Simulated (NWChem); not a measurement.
System: C₂H₈AlN; SMILES [CH3][AlH][NH]C

NWChem input:

```
start job
memory heap 200 mb stack 900 mb global 1100 mb
geometry units angstroms noautoz
  Al    -0.486398    -0.558428     0.127310
  H     -2.039942    -0.363797     0.412648
  C      0.406120    -2.306848     0.005561
  H      1.480709    -2.228740    -0.197892
  H     -0.035096    -2.920954    -0.790681
  H      0.288822    -2.875899     0.937348
  N      0.462962     0.941986    -0.088712
  C      0.013447     2.328251    -0.040411
  H      1.459518     0.878405    -0.273452
  H      0.186092     2.857075    -0.989727
  H      0.512274     2.902048     0.754945
  H     -1.062756     2.358319     0.160021
end
basis spherical
  * library def2-tzvp
end
dft
  xc r2scan
  iterations 150
  semidirect filesize 400000000
  mulliken
end
task dft energy
```

Parts of the log:

```
             Northwest Computational Chemistry Package (NWChem) 7.3.0
             --------------------------------------------------------

 CS  symmetry detected

                             Geometry "geometry" -> ""
                             -------------------------

 Output coordinates in angstroms (scale by  1.889725989 to convert to a.u.)

  No.       Tag          Charge          X              Y              Z
 ---- ---------------- ---------- -------------- -------------- --------------
    1 Al                  13.0000    -0.50007806    -0.56310503     0.00000000
    2 H                    1.0000    -2.08065114    -0.37713001     0.00000000
    3 C                    6.0000     0.40925272    -2.30709506     0.00000000
    4 H                    1.0000     1.50248123    -2.22291357     0.00000000
    5 H                    1.0000     0.12556761    -2.90044601    -0.87935143
    6 H                    1.0000     0.12556761    -2.90044601     0.87935143
    7 N                    7.0000     0.46451355     0.94313370     0.00000000
    8 C                    6.0000     0.00613125     2.32733493     0.00000000
    9 H                    1.0000     1.47838271     0.88512882     0.00000000
   10 H                    1.0000     0.34724704     2.88071351    -0.88773555
   11 H                    1.0000     0.34724704     2.88071351     0.88773555
   12 H                    1.0000    -1.08872595     2.35137010     0.00000000

 Effective nuclear repulsion energy (a.u.)     152.6887602799

      Symmetry information
      --------------------

 Group name             Cs
 Group number              2
 Group order               2
 No. of unique centers    10

                                 NWChem DFT Module
                                 -----------------

 Summary of "ao basis" -> "ao basis" (spherical)
 ------------------------------------------------------------------------------
       Tag                 Description            Shells   Functions and Types
 ---------------- ------------------------------  ------  ---------------------
 Al                        def2-tzvp                13       37   5s5p2d1f
 H                         def2-tzvp                 4        6   3s1p
 C                         def2-tzvp                11       31   5s3p2d1f
 N                         def2-tzvp                11       31   5s3p2d1f

      Symmetry analysis of basis
      --------------------------

        a'        120
        a"         58

            General Information
            -------------------
          SCF calculation type: DFT
          Wavefunction type:  closed shell.
          No. of atoms     :    12
          No. of electrons :    40
           Alpha electrons :    20
            Beta electrons :    20
          Charge           :     0
          Spin multiplicity:     1
          Use of symmetry is: on ; symmetry adaption is: on
          Maximum number of iterations: 150
          AO basis - number of functions:   178
                     number of shells:    78
          Convergence on energy requested:  1.00D-06
          Convergence on density requested:  1.00D-05
          Convergence on gradient requested:  5.00D-04

              XC Information
              --------------
                      r^2SCAN Method XC Functional
               r^2SCAN metaGGA Exchange Functional  1.000
                     r^2SCAN Correlation Potential  1.000

             Grid Information
             ----------------
          Grid used for XC integration:  medium
          Radial quadrature: Mura-Knowles
          Angular quadrature: Lebedev.
          Tag              B.-S. Rad. Rad. Pts. Rad. Cut. Ang. Pts.
          ---              ---------- --------- --------- ---------
          Al                  1.25       88          11.0       590
          H                   0.35       45          14.0       434
          C                   0.70       49          13.0       434
          N                   0.65       49          11.0       434
          Grid pruning is: on
          Number of quadrature shells:   505
          Spatial weights used:  Erf1

      Superposition of Atomic Density Guess
      -------------------------------------

 Sum of atomic energies:        -375.52750570

      Non-variational initial energy
      ------------------------------

 Total energy =    -377.542649
 1-e energy   =    -817.775313
 2-e energy   =     287.543904
 HOMO         =      -0.310009
 LUMO         =       0.016319

      Symmetry analysis of molecular orbitals - initial
      -------------------------------------------------

  Numbering of irreducible representations:

     1 a'          2 a"

  Orbital symmetries:

     1 a'          2 a'          3 a'          4 a'          5 a'
     6 a'          7 a'          8 a"          9 a'         10 a'
    11 a'         12 a'         13 a'         14 a"         15 a'
    16 a"         17 a'         18 a'         19 a'         20 a"
    21 a'         22 a"         23 a'         24 a'         25 a'
    26 a'         27 a"         28 a'         29 a'         30 a"

------------------------------------------------------------
EAF file 0: "./job.aoints.0" size=252706816 bytes
------------------------------------------------------------
               write      read    awrite     aread      wait
               -----      ----    ------     -----      ----
     calls:      482         0         0         0         0
   data(b): 2.53e+08  0.00e+00  0.00e+00  0.00e+00
   time(s): 0.00e+00  0.00e+00  0.00e+00  0.00e+00  0.00e+00
rate(mb/s): 0.00e+00  0.00e+00
------------------------------------------------------------

     ---------------------------------------------
      Total Density - Mulliken Population Analysis
     ---------------------------------------------

    Atom       Charge   Shell Charges
 -----------   ------   -------------------------------------------------------
    1 Al  13    12.20   2.00  0.65  1.33  0.78  0.31  2.91  2.28  0.82  0.69  0.19  0.12  0.07  0.04
    2 H    1     1.15   0.22  0.56  0.36  0.00
    3 C    6     6.88   0.86  1.12  0.56  0.69  0.13  1.32  1.59  0.59  0.01  0.01  0.00
    4 H    1     0.81   0.24  0.43  0.12  0.02
    5 H    1     0.81   0.23  0.43  0.12  0.02
    6 H    1     0.81   0.23  0.43  0.12  0.02
    7 N    7     7.78   0.82  1.16  0.57  0.84  0.14  1.62  1.92  0.69  0.00  0.03  0.00
    8 C    6     6.33   0.86  1.12  0.54  0.65  0.14  1.19  1.34  0.40  0.02  0.07  0.01
    9 H    1     0.70   0.22  0.36  0.08  0.04
   10 H    1     0.85   0.25  0.45  0.13  0.02
   11 H    1     0.85   0.25  0.45  0.13  0.02
   12 H    1     0.85   0.25  0.45  0.13  0.02

   convergence    iter        energy       DeltaE   RMS-Dens  Diis-err
 ---------------- ----- ----------------- --------- --------- ---------
 d= 0,ls=0.0,diis     1   -378.1264237600 -5.31D+02  4.49D-03  7.04D-01
 d= 0,ls=0.0,diis     2   -378.0631419295  6.33D-02  3.50D-03  9.80D-01
 d= 0,ls=0.0,diis     3   -378.1607302939 -9.76D-02  1.02D-03  1.92D-01
 d= 0,ls=0.0,diis     4   -378.1805957169 -1.99D-02  3.14D-04  1.03D-02
 d= 0,ls=0.0,diis     5   -378.1817902737 -1.19D-03  9.79D-05  8.45D-04
  Resetting Diis
 d= 0,ls=0.0,diis     6   -378.1819086812 -1.18D-04  1.49D-05  1.75D-05
 d= 0,ls=0.0,diis     7   -378.1819106345 -1.95D-06  1.20D-05  2.21D-06
 d= 0,ls=0.0,diis     8   -378.1819101498  4.85D-07  7.03D-06  6.35D-06

         Total DFT energy =     -378.181910149756
      One electron energy =     -822.851939419741
           Coulomb energy =      331.331679123299
    Exchange-Corr. energy =      -39.350410133192
 Nuclear repulsion energy =      152.688760279878

 Numeric. integr. density =       39.999993124856

                  Occupations of the irreducible representations
                  ----------------------------------------------

                     irrep           alpha         beta
                     --------     --------     --------
                     a'               16.0         16.0
                     a"                4.0          4.0

                       DFT Final Molecular Orbital Analysis
                       ------------------------------------

 Vector   18  Occ=2.000000D+00  E=-2.891446D-01  Symmetry=a'
              MO Center= -5.1D-01,  1.6D-01,  4.7D-16, r^2= 4.0D+00
   Bfn.  Coefficient  Atom+Function         Bfn.  Coefficient  Atom+Function
  ----- ------------  ---------------      ----- ------------  ---------------
    39     -0.180877   2 H  s                99     -0.176566   7 N  py
    15      0.167208   1 Al px               16      0.161715   1 Al py
    98     -0.162349   7 N  px              102     -0.149094   7 N  py
   101     -0.132970   7 N  px                4     -0.126030   1 Al s
    40     -0.124599   2 H  s                50     -0.123191   3 C  py

 Vector   19  Occ=2.000000D+00  E=-2.536159D-01  Symmetry=a'
              MO Center= -4.4D-01, -1.4D+00, -2.1D-15, r^2= 3.1D+00
   Bfn.  Coefficient  Atom+Function         Bfn.  Coefficient  Atom+Function
  ----- ------------  ---------------      ----- ------------  ---------------
    50      0.247660   3 C  py               53      0.209101   3 C  py
    15      0.207559   1 Al px               39     -0.199416   2 H  s
    16     -0.183551   1 Al py               40     -0.157131   2 H  s
    56      0.146668   3 C  py               49     -0.135080   3 C  px
    38     -0.118360   2 H  s                52     -0.116777   3 C  px

[...]
```

Level: r2SCAN/def2-TZVP. All runs use the structure optimised with B3LYP/6-31G* (spherical d).
